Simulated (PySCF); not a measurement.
**Pd²¹⁺: ionisation energy**

Pd²¹⁺ [Ar] 3d7 [3d3/2^4 3d5/2^3, M_J = 9/2] → Pd²²⁺ [Ar] 3d6 [3d3/2^4 3d5/2^2, M_J = 4], as a difference of total energies. Calculation: PySCF 2.14, in an uncontracted even-tempered set (17 s from 2.5 bohr⁻², ratio 2.8; 12 p from 3.2 bohr⁻², ratio 2.8; 8 d from 3.2 bohr⁻², ratio 2.8; 4 f from 13 bohr⁻², ratio 3); the two-component X2C-1e Hamiltonian. Correlated levels: [Ne] frozen; the 76 highest virtual spinors dropped. "Screened" scales the spin-orbit matrix elements by Boettger's factors to mimic the two-electron term; Breit and QED terms are absent.

```csv
method,ionisation energy (eV)
GHF (spin-free),1000.4
GMP2 (spin-free),1001.5
GHF (screened spin-orbit),1001.1
GMP2 (screened spin-orbit),1002.1
```

Breit and QED terms and the two-electron picture change are absent.

The spin-free rows relax to the high-spin LS determinant and lack the spin-orbit shift.

The labels give the starting determinants; with spin-orbit coupling the two ends relaxed to ⟨J²⟩ = 24.75, ⟨L²⟩ = 13.09, ⟨S²⟩ = 3.37 and ⟨J²⟩ = 20.02, ⟨L²⟩ = 6.89, ⟨S²⟩ = 5.46.

For comparison: 1000 ± 4 eV (theoretical estimate listed by NIST; NIST Atomic Spectra Database, ionization energies).
